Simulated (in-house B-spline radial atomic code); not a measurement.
Inner levels of tungsten as electrons are removed. A shift is the extra binding of the orbital against the neutral atom ([Xe] 4f14 5d4 6s2). The density at the nucleus is averaged over the nuclear charge. Computed with a B-spline radial code for spherical atoms: Dirac-Hartree-Fock, average of the configuration, finite nuclei.

| ion | configuration | shift of 3s1/2 (eV) | shift of 2p3/2 (eV) | shift of 3p1/2 (eV) | radius of 3s1/2 (bohr) | radius of 2p3/2 (bohr) | radius of 3p1/2 (bohr) | Σ<r²> (bohr²) | change of density at nucleus (bohr⁻³) |
| --- | --- | --- | --- | --- | --- | --- | --- | --- | --- |
| W38+ | [Ar] 3d10 4s2 4p6 | 1623.63 | 1681.09 | 1627.75 | 0.19759 | 0.071568 | 0.18769 | 2.3237 | 2275.94 |
| W39+ | [Ar] 3d10 4s2 4p5 | 1692.11 | 1757.74 | 1696.37 | 0.19741 | 0.071555 | 0.18771 | 2.1117 | 2474.35 |
| W40+ | [Ar] 3d10 4s2 4p4 | 1761.26 | 1835.28 | 1765.68 | 0.19721 | 0.071539 | 0.18752 | 1.9043 | 2675.35 |
| W41+ | [Ar] 3d10 4s2 4p3 | 1831.07 | 1913.72 | 1835.66 | 0.19702 | 0.071523 | 0.18732 | 1.7014 | 2878.85 |
| W42+ | [Ar] 3d10 4s2 4p2 | 1901.55 | 1993.05 | 1906.3 | 0.19682 | 0.071506 | 0.18713 | 1.5028 | 3084.88 |
| W43+ | [Ar] 3d10 4s2 4p1 | 1972.68 | 2073.26 | 1977.62 | 0.19661 | 0.071488 | 0.18692 | 1.3085 | 3293.37 |
| W44+ | [Ar] 3d10 4s2 | 2044.47 | 2154.37 | 2049.6 | 0.1964 | 0.071471 | 0.18672 | 1.1182 | 3504.3 |
| W45+ | [Ar] 3d10 4s1 | 2115.89 | 2236.7 | 2123.44 | 0.19643 | 0.071452 | 0.1865 | 0.9401 | -2248.5 |
| W46+ | [Ar] 3d10 | 2187.89 | 2319.85 | 2197.9 | 0.19628 | 0.071434 | 0.18627 | 0.76541 | -8149.49 |
| W47+ | [Ar] 3d9 | 2306.55 | 2476.66 | 2318.34 | 0.19535 | 0.071368 | 0.18527 | 0.71972 | -7535.76 |
| W48+ | [Ar] 3d8 | 2426.42 | 2635.59 | 2440.09 | 0.19443 | 0.071301 | 0.18428 | 0.67543 | -6908.73 |
| W49+ | [Ar] 3d7 | 2547.48 | 2796.64 | 2563.13 | 0.19352 | 0.071231 | 0.18329 | 0.63248 | -6268.36 |
| W50+ | [Ar] 3d6 | 2669.73 | 2959.79 | 2687.48 | 0.1926 | 0.071159 | 0.18231 | 0.59081 | -5614.66 |
| W51+ | [Ar] 3d5 | 2793.18 | 3125.03 | 2813.12 | 0.1917 | 0.071086 | 0.18133 | 0.55038 | -4947.54 |
| W52+ | [Ar] 3d4 | 2917.81 | 3292.38 | 2940.06 | 0.19079 | 0.07101 | 0.18036 | 0.51114 | -4267 |
| W53+ | [Ar] 3d3 | 3043.62 | 3461.8 | 3068.29 | 0.18989 | 0.070933 | 0.1794 | 0.47305 | -3572.96 |
